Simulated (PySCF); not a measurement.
## Electric field gradients and quadrupole coupling constants

Species: C3H10FNSi.
Geometry (GFN2-xTB, Å), atoms numbered from 1 in this order:
```xyz
16
C3H10FNSi angstrom
N     -2.3466   -0.1143   -0.7904
Si    -1.7140    0.3719    0.7355
C      0.0873   -0.2398    0.7710
C      0.9178    0.3104   -0.3805
C      2.3348   -0.2426   -0.3521
F      3.0790    0.2670   -1.3923
H     -3.2743    0.1795   -1.0484
H     -2.1835   -1.0527   -1.1197
H     -2.3997   -0.1738    1.9194
H     -1.7938    1.8321    0.7419
H      0.5518    0.0488    1.7147
H      0.1133   -1.3308    0.7409
H      0.4562    0.0504   -1.3340
H      0.9631    1.3991   -0.3202
H      2.8567    0.0359    0.5698
H      2.3444   -1.3323   -0.4670
```

Field gradients from the PBE0/pcSseg-1 density (PySCF, non-relativistic), principal values in atomic units, ordered |Vxx| ≤ |Vyy| ≤ |Vzz|:

```
atom     Vxx     Vyy      Vzz
  N1  0.3176  0.6286  -0.9462
```

Find the asymmetry η = (Vxx − Vyy)/Vzz and the couplings χ = eQV/h (234.96 MHz × Q in barn × V in au), with Q(14N) = 0.02044 b.

| atom | environment | nucleus | η | χzz (MHz) | χxx (MHz) | χyy (MHz) |
| --- | --- | --- | --- | --- | --- | --- |
| N1 | silicon-bound nitrogen | 14N | 0.33 | -4.544 | 1.525 | 3.019 |

What is Vzz at N1 in SI units (1 au = 9.71736 × 10²¹ V/m²)?

-0.9462 au = -9.195 × 10²¹ V/m².

And the gradient at the other heavy atoms, for which no coupling is worked out here?

```
atom                  environment  Vzz (au)     η
 Si2                 SiH2 silicon     0.223  0.42
  C3  sp3 carbon bound to silicon    -0.093  0.55
  C4             chain CH2 carbon    -0.080  0.75
  C5               sp3 C–F carbon     0.534  0.08
  F6               alkyl fluorine     3.062  0.04
```

Were the hydrogens deuterons (Q(2H) = 0.00286 b), χzz would run from 103 kHz (H9) to 290 kHz (H7).

The structure is a single GFN2-xTB conformer in the gas phase; no vibrational or solvent corrections. GFN2-xTB bond lengths can be off by several hundredths of an ångström, more for odd bonds, and the gradients follow them. The small basis limits the accuracy of the gradients.
